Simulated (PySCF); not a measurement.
**Electron correlation in P⁻ (phosphorus, charge -1)**

[Ne] 3s2 3p4, high-spin 3P determinant. Calculation: PySCF 2.14, in aug-cc-pwCVQZ; no relativity, point nucleus. Frozen: 1s2; 14 electrons correlated.

MP2 pair energies summed by pair of shells (mhartree):

```json
{"pair": "2p-2p", "energy": "-192.84", "share (%)": "44.7"}
{"pair": "2s-2p", "energy": "-61.50", "share (%)": "14.3"}
{"pair": "3s-3p", "energy": "-57.39", "share (%)": "13.3"}
{"pair": "3p-3p", "energy": "-53.22", "share (%)": "12.3"}
{"pair": "2p-3p", "energy": "-20.91", "share (%)": "4.8"}
{"pair": "2p-3s", "energy": "-17.93", "share (%)": "4.2"}
{"pair": "3s-3s", "energy": "-11.80", "share (%)": "2.7"}
{"pair": "2s-2s", "energy": "-9.96", "share (%)": "2.3"}
{"pair": "2s-3p", "energy": "-3.40", "share (%)": "0.8"}
{"pair": "2s-3s", "energy": "-2.58", "share (%)": "0.6"}
```

Total MP2 correlation energy: -431.52 mhartree.

Same-spin part -112.29 and opposite-spin part -319.23 mhartree; SCS-MP2 scales them by 1/3 and 6/5 to -420.51 mhartree.
